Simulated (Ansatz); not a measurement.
Ideal-gas functions of `P[O][SbH2]` at 400 K and 1 bar, from an Ansatz frequency run at PBE0-D4/def2-TZVP.

Molar mass 172.77 g/mol, point group C1 (symmetry number 1), electronic degeneracy 1, moments of inertia 18.528, 290.5, 298.897 u Å². Harmonic wavenumbers (cm⁻¹, unscaled): 36, 97, 150, 497, 647, 656, 843, 875, 910, 995, 1129, 1934, 1963, 2347, 2355.

Use S(trans) = R[1.5 ln M + 2.5 ln T − 1.1517]; rotational temperatures θ = 24.2544 K / I; S(rot) = R[ln(√π/σ · √(T³/θAθBθC)) + 1.5]; for each mode x = 1.438777 ν̃/T, S = R[x/(eˣ − 1) − ln(1 − e⁻ˣ)] and H = RT x/(eˣ − 1); 1 cm⁻¹ = 0.0119627 kJ/mol; R = 8.31446 J/(mol·K).

Q: By hand: the entropy, in J/(mol·K).

A: Translation 179.2. Rotation: θ = 1.3091, 0.0835, 0.0811 K, giving 111.6. Vibration, mode by mode: 25.32, 17.11, 13.54, 4.51, 2.95, 2.87, 1.69, 1.54, 1.39, 1.09, 0.74, 0.06, 0.06, 0.02, 0.02, in all 72.9. Electronic 0.0. Sum 363.7 J/(mol·K).

Q: By hand: H − E and G − E in kJ/mol, counted from the electronic energy.

A: Zero-point energy ½ × 15434 × 0.0119627 = 92.3; thermal vibration 13.3; translation, rotation and pV give 4 RT = 13.3. H − E = 118.9 kJ/mol, and G − E = 118.9 − 400 × 363.7/1000 = -26.6 kJ/mol.

Vibration gives 20 % of the entropy, 42.4 J/(mol·K) of it from the modes under 150 cm⁻¹: soft modes count most, and the harmonic formula is weakest for them. The sum counts one conformer and one mirror image; others add a mixing term.
